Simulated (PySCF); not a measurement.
Cartesian coordinates (Å):
```xyz
6

Zn     0.0029     0.0357    -0.0818
N      0.1782     0.9882     1.4713
H     -0.6641     1.0155     2.0579
H      0.4715     1.9644     1.3474
S     -0.0100    -1.2571    -1.8398
H     -0.9918    -0.5409    -2.4472
```
Charge 0, multiplicity 1.

Task: What charge on the central atom (meta-Löwdin), dipole moment, charge on the central atom (Mulliken), total energy, HOMO–LUMO gap, HOMO and LUMO does PBE-D3(BJ)/def2-TZVP // TPSS-D3(BJ)/def2-SVP in PySCF give?

Result: 
```
Quantity                                        Result
----------------------------------------  ------------
charge on the central atom (meta-Löwdin)        1.06 e
dipole moment                                   2.18 D
charge on the central atom (Mulliken)           0.33 e
total energy                              -60782.70 eV
HOMO–LUMO gap                                  4.31 eV
HOMO                                          -5.88 eV
LUMO                                          -1.57 eV
```
